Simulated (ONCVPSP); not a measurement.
**W (Z = 74): variants of one ONCV potential**

Base potential:

tungsten, optimised norm-conserving Vanderbilt (ONCV), made with ONCVPSP 4.0.1 (PBEsol, scalar-relativistic). Core [Kr] 4d10, reference 4f14 5s2 5p6 5d4 6s2. Waves: 5s+6s: rc 1.75 bohr, ncon 3, nbas 6, qcut 9 1/bohr, 2 projectors; 5p: rc 2.10 bohr, ncon 4, nbas 8, qcut 7.3 1/bohr, 2 projectors, debl 0.3 Ha; 5d: rc 2.75 bohr, ncon 5, nbas 9, qcut 6.8 1/bohr, 2 projectors, debl 0.8 Ha; 4f: rc 0.85 bohr, ncon 4, nbas 8, qcut 20.5 1/bohr, 2 projectors, debl 0.9 Ha. Local part: polynomial inside 0.80 bohr (lpopt 1, dvloc0 0 Ha). Core correction: none.

In the p channel the program set the typed energies aside and used -1.588, 0.250 Ha. In the f channel the program set the typed energies aside and used -1.221, 0.250 Ha.

Cutoffs, loose and tight: the cutoffs (Ha) at which the residual kinetic energy of the hardest occupied pseudo-wave falls to 1 and 0.1 mHa per electron. They do not see the model core or the augmentation charge, which bear on the density cutoff. Test errors are all-electron minus pseudo excitation energies from the reference, over the configurations 4f14 5s2 5p6 5d4 6s1; 4f14 5s2 5p6 5d4 6s0; 4f14 5s2 5p6 5d3 6s0; 4f13 5s2 5p6 5d5 6s1. A dash means not determined; rows that change the core or the reference have their own tests.

1 further variants are left out, since the program set their typed debl aside.

A true bound ghost makes a file unfit for plane-wave use even where its test errors are small: the radial tests pick states by their node count and pass the ghost by.

```tsv
change	outcome	cutoff, loose	cutoff, tight	bound ghosts	GHOST(+) flags above zero	largest test error (meV)
base	generated, projector energies reset by the program	182 Ha	197 Ha	s	p, d	-163
d: rc 2.38	generated, projector energies reset by the program	182 Ha	197 Ha	s	p	-145
f: qcut 17.6	generated, projector energies reset by the program	160 Ha	373 Ha	s	p, d	-100
core correction Teter function, fcfact 4.25, rcfact 1.15	generated, projector energies reset by the program	182 Ha	197 Ha	s	p, d	-183
local potential polynomial inside 0.70 bohr (lpopt 5, dvloc0 0 Ha)	generated, projector energies reset by the program	182 Ha	197 Ha	s, p, d	none	-397
p: ncon 5, nbas 9	generated, projector energies reset by the program	182 Ha	197 Ha	s	p, d	-198
functional PBE	generated, projector energies reset by the program	182 Ha	197 Ha	s	p, d	-160
s: nproj 3	generated, projector energies reset by the program	182 Ha	197 Ha	s	p, d	-85
all radii scaled by about 1.07 (s 1.88, p 2.24, d 2.94, f 0.90 bohr); local potential polynomial inside 0.86 bohr (lpopt 1, dvloc0 0 Ha)	generated, projector energies reset by the program	173 Ha	189 Ha	s	p	-81
```
